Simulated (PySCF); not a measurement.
CH7NOSi, SMILES C[Si@H](N)O.

Geometry: B3LYP-D3(BJ)/def2-SVP. The structure was generated by enumeration; whether it is a known compound was not checked. One conformer was computed; it need not be the lowest.

Method: SMD-B3LYP/6-31G* in PySCF.

Solvation free energies are E(SMD) − E(gas) at the gas-phase geometry, for 1 M in both phases. In vacuum the dipole moment is 2.34 D.

Question: Rank water, chloroform, ethanol by solvation free energy, most negative first.

Answer: ethanol (-7.0 kcal/mol), water (-5.2 kcal/mol), chloroform (-4.5 kcal/mol)
